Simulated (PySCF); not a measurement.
CH7FSi2.
SMILES with atom numbers: `[CH3:1][Si@@H:2]([F:3])[SiH3:4]` (hydrogens: H5, H6, H7 on C1; H8 on Si2; H9, H10, H11 on Si4)

Cartesian coordinates in Å at the GFN2-xTB level; atoms count from 1:
```xyz
11
CH7FSi2 angstrom
C     -1.6246   -0.6228   -0.2175
Si    -0.3351    0.7341    0.0959
F     -0.6412    1.2676    1.6002
Si     1.8475   -0.0096    0.0315
H     -1.5358   -1.0297   -1.2203
H     -2.6367   -0.2431   -0.1046
H     -1.5070   -1.4460    0.4831
H     -0.6702    1.9194   -0.6966
H      2.1860   -0.5047   -1.3073
H      2.1134   -1.1124    0.9618
H      2.8093    1.0498    0.3477
```

Method used: TDDFT wB97X-D/def2-SVPD, vertical, gas phase, core orbitals frozen in the response in PySCF.

Frontier orbitals with the atoms that hold most of them (Löwdin shares over 4%, at most four atoms; ? is withheld):

```tsv
orbital	ε (eV)	atoms
HOMO-3	-12.00	Si4 40%, H10 24%, H11 22%, Si2 4%
HOMO-2	-11.94	Si4 43%, H9 32%, H11 11%, H10 9%
HOMO-1	-11.07	?
HOMO	?	?
LUMO	1.31	Si2 34%, Si4 28%, H8 9%, F3 7%
LUMO+1	1.67	Si4 29%, Si2 23%, C1 13%, H11 7%
LUMO+2	2.07	Si4 51%, Si2 12%, H9 10%, H10 9%
```

Which atoms hold the HOMO, and with what shares?

Si4 (bonded to Si and 3 H) 30%; Si2 (bonded to C, F, Si and H) 27%; C1 (bonded to Si and 3 H) 13%; F3 (bonded to Si) 10%. By element: silicon 57%, carbon 13%, fluorine 10%.

Give the leading atoms of the HOMO-1.

Si2 (bonded to C, F, Si and H) 26%; C1 (bonded to Si and 3 H) 24%; H8 (bonded to Si) 20%; F3 (bonded to Si) 12%.

What is the HOMO energy, and the HOMO–LUMO gap?

ε(HOMO) = -10.27 eV; the gap is 11.58 eV (0.4255 hartree).

The HOMO–LUMO gap is 11.58 eV. Where does the response calculation put the lowest singlet, and from which orbitals?

S1 is at 6.85 eV (f = 0.029), 4.73 eV below the gap, made of HOMO→LUMO (95%). Without the coupling terms of the response equations the lowest excitation would equal the gap.

One configuration dominates each of S1, S2, S3 and S5. Which, and how do the shares of the two leading atoms of either orbital change from the occupied to the empty one?

- S1 (6.85 eV, f 0.029), HOMO→LUMO (95%): Si4 30% → 28%, Si2 27% → 34%
- S2 (7.44 eV, f 0.033), HOMO→LUMO+1 (78%): Si4 30% → 29%, Si2 27% → 23%
- S3 (7.59 eV, f 0.040), HOMO-1→LUMO (82%): Si2 26% → 34%, C1 24% → at most 7%, Si4 at most 12% → 28%
- S5 (8.38 eV, f 0.052), HOMO-1→LUMO+1 (72%): Si2 26% → 23%, C1 24% → 13%, Si4 at most 12% → 29%

Löwdin shares depend on the basis, the more so with diffuse functions.
